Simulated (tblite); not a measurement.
C₈H₁₀GeO.
Numbering: `[GeH3:1][CH2:2][O:3][c:4]1[cH:5][cH:6][cH:7][c:8]2[c:9]1[CH2:10]2` (hydrogens: H11, H12, H13 on Ge1; H14, H15 on C2; H16 on C5; H17 on C6; H18 on C7; H19, H20 on C10)

Computed with GFN2-xTB (tblite), gas phase: L-BFGS steps from a force-field or distance-geometry start until the largest atomic force falls under 0.01 eV/Å.

Step 1: E = -764.2644 eV
```
atom  x, y, z in Å  |  force x, y, z in eV/Å
Ge1     3.8900    0.0210    0.0977    0.116   0.384  -0.015
C2      2.0593   -0.7262    0.1695   -0.401   0.032   0.029
O3      1.1336    0.3147   -0.1172   -0.630  -0.134  -0.017
C4     -0.2424    0.0851   -0.1451    0.034  -0.707   0.254
C5     -0.9568   -1.1446    0.1115    0.151  -0.581   0.084
C6     -2.3455   -1.2808    0.0606    0.200  -0.543   0.176
C7     -3.2516   -0.2059   -0.2381   -0.633  -1.982   0.433
C8     -2.5698    0.8904   -0.4480    3.274   2.607  -0.456
C9     -1.1372    1.0505   -0.4113   -2.091   0.199  -0.133
C10    -1.9757    2.2467   -0.7282    0.024  -1.620   0.372
H11     4.8910   -1.1003    0.4099   -0.310   0.422  -0.114
H12     4.0038    1.1390    1.1389    0.071  -0.384  -0.409
H13     4.1352    0.5782   -1.3003    0.039  -0.133   0.457
H14     1.8977   -1.1271    1.1797   -0.180  -0.157  -0.157
H15     1.9848   -1.5279   -0.5742   -0.176  -0.132   0.147
H16    -0.3381   -2.0263    0.3559   -0.561   0.429  -0.140
H17    -2.7997   -2.2646    0.2691    0.494   0.527  -0.103
H18    -4.3496   -0.3011   -0.2741    0.796  -0.145   0.069
H19    -2.0701    2.9117    0.1021   -0.088   0.930  -0.290
H20    -1.9639    2.4782   -1.7699   -0.130   0.988  -0.185
```

Step 2: E = -764.4437 eV
```
atom  x, y, z in Å  |  force x, y, z in eV/Å
Ge1     3.8940    0.0291    0.0973   -0.153   0.129  -0.007
C2      2.0507   -0.7290    0.1722   -0.154   0.283  -0.188
O3      1.1214    0.3160   -0.1185   -0.482  -0.372   0.062
C4     -0.2413    0.0689   -0.1397   -0.680  -0.083   0.051
C5     -0.9666   -1.1497    0.1109    1.554  -0.181   0.095
C6     -2.3313   -1.2834    0.0627   -1.339  -0.361   0.034
C7     -3.2520   -0.2302   -0.2323    1.094   0.254   0.020
C8     -2.5271    0.9053   -0.4497   -0.604  -0.653   0.087
C9     -1.1657    1.0417   -0.4104    0.757  -0.241   0.112
C10    -1.9760    2.2509   -0.7288    0.180  -0.736   0.130
H11     4.8855   -1.0931    0.4079   -0.268   0.382  -0.101
H12     4.0049    1.1319    1.1315    0.084  -0.242  -0.285
H13     4.1358    0.5757   -1.2920    0.057  -0.073   0.325
H14     1.8953   -1.1293    1.1753   -0.235  -0.187   0.025
H15     1.9820   -1.5301   -0.5715   -0.193  -0.110   0.123
H16    -0.3455   -2.0209    0.3541   -0.447   0.189  -0.081
H17    -2.7931   -2.2584    0.2679    0.476   0.307  -0.052
H18    -4.3385   -0.3034   -0.2731    0.530  -0.202   0.070
H19    -2.0712    2.9246    0.0935   -0.074   0.939  -0.232
H20    -1.9663    2.4941   -1.7689   -0.103   0.959  -0.188
```

Step 3: E = -764.5428 eV
```
atom  x, y, z in Å  |  force x, y, z in eV/Å
Ge1     3.8931    0.0332    0.0971   -0.271   0.007  -0.017
C2      2.0461   -0.7260    0.1705   -0.124   0.174  -0.107
O3      1.1113    0.3114   -0.1181   -0.354  -0.257   0.043
C4     -0.2500    0.0628   -0.1374   -0.141  -0.227   0.093
C5     -0.9487   -1.1538    0.1121   -0.173   0.024  -0.035
C6     -2.3450   -1.2891    0.0639    0.336   0.051   0.024
C7     -3.2380   -0.2347   -0.2302    0.442   0.208  -0.008
C8     -2.5213    0.9023   -0.4493   -0.639  -0.599   0.080
C9     -1.1648    1.0362   -0.4087    0.635   0.026   0.040
C10    -1.9737    2.2414   -0.7271    0.149  -0.064   0.007
H11     4.8803   -1.0858    0.4060   -0.235   0.333  -0.087
H12     4.0063    1.1265    1.1254    0.088  -0.137  -0.191
H13     4.1367    0.5740   -1.2852    0.069  -0.030   0.225
H14     1.8914   -1.1324    1.1743   -0.211  -0.137  -0.024
H15     1.9786   -1.5322   -0.5690   -0.179  -0.079   0.108
H16    -0.3538   -2.0167    0.3524   -0.037  -0.287   0.053
H17    -2.7847   -2.2523    0.2668    0.182  -0.186   0.049
H18    -4.3280   -0.3067   -0.2719    0.574  -0.178   0.068
H19    -2.0725    2.9411    0.0879   -0.030   0.608  -0.424
H20    -1.9683    2.5117   -1.7712   -0.082   0.750   0.103
```

Step 4: E = -764.6185 eV
```
atom  x, y, z in Å  |  force x, y, z in eV/Å
Ge1     3.8880    0.0376    0.0965   -0.384  -0.121  -0.030
C2      2.0389   -0.7213    0.1680   -0.093  -0.026   0.014
O3      1.0955    0.3038   -0.1173   -0.066  -0.137   0.033
C4     -0.2571    0.0509   -0.1329    0.075   0.054   0.009
C5     -0.9449   -1.1572    0.1120   -0.512  -0.152   0.011
C6     -2.3419   -1.2922    0.0656    0.631   0.003   0.040
C7     -3.2224   -0.2399   -0.2276   -0.014   0.061  -0.006
C8     -2.5192    0.8942   -0.4483   -0.167  -0.002  -0.020
C9     -1.1593    1.0323   -0.4070    0.284   0.146  -0.012
C10    -1.9694    2.2342   -0.7257    0.045   0.347  -0.077
H11     4.8712   -1.0731    0.4026   -0.180   0.238  -0.061
H12     4.0092    1.1189    1.1163    0.084   0.009  -0.055
H13     4.1388    0.5718   -1.2747    0.079   0.031   0.076
H14     1.8843   -1.1376    1.1723   -0.171  -0.063  -0.083
H15     1.9723   -1.5356   -0.5648   -0.156  -0.034   0.080
H16    -0.3611   -2.0189    0.3522    0.135  -0.467   0.102
H17    -2.7746   -2.2512    0.2669    0.059  -0.385   0.090
H18    -4.3074   -0.3128   -0.2695    0.382  -0.195   0.063
H19    -2.0742    2.9660    0.0741    0.014   0.238  -0.508
H20    -1.9717    2.5408   -1.7702   -0.045   0.453   0.334
```

Problem. Estimate the geometry and energy of step 5. (The exact step hangs on the optimiser's Hessian estimate; all steps are aligned on step 4, rigid shifts and turns removed.)

Solution. E = -764.6766 eV, largest force 0.552 eV/Å
```
atom  x, y, z in Å  |  force x, y, z in eV/Å
Ge1     3.8757    0.0399    0.0954   -0.429  -0.174  -0.034
C2      2.0295   -0.7182    0.1664   -0.083  -0.226   0.089
O3      1.0790    0.2941   -0.1159    0.252   0.045   0.012
C4     -0.2639    0.0416   -0.1286    0.171   0.075  -0.020
C5     -0.9455   -1.1658    0.1129   -0.290  -0.177   0.053
C6     -2.3320   -1.2975    0.0683    0.401  -0.113   0.043
C7     -3.2066   -0.2458   -0.2246   -0.058   0.059  -0.015
C8     -2.5149    0.8898   -0.4482    0.119   0.385  -0.079
C9     -1.1517    1.0298   -0.4054   -0.133   0.408  -0.102
C10    -1.9649    2.2343   -0.7261    0.006   0.411  -0.089
H11     4.8587   -1.0559    0.3981   -0.101   0.097  -0.026
H12     4.0137    1.1116    1.1062    0.065   0.144   0.073
H13     4.1424    0.5702   -1.2629    0.072   0.088  -0.082
H14     1.8740   -1.1437    1.1681   -0.136  -0.017  -0.063
H15     1.9630   -1.5395   -0.5590   -0.128  -0.018   0.024
H16    -0.3669   -2.0286    0.3534    0.220  -0.494   0.111
H17    -2.7625   -2.2560    0.2684   -0.008  -0.425   0.097
H18    -4.2806   -0.3230   -0.2660    0.010  -0.215   0.050
H19    -2.0755    2.9951    0.0505    0.045  -0.016  -0.379
H20    -1.9760    2.5784   -1.7626    0.005   0.162   0.336
```

The energy changes by -0.0581 eV. The first-order estimate −F·Δx gives -0.0863 eV and the mean of the old and new forces, exact on a quadratic surface, -0.0579 eV. The step makes an angle of 48° with the force vector and moves no atom by more than 0.039 Å.

The cost below is that of the whole relaxation. The run took 0.49 s of wall time on Arm Neoverse V1, one thread, no GPU, on a shared host.
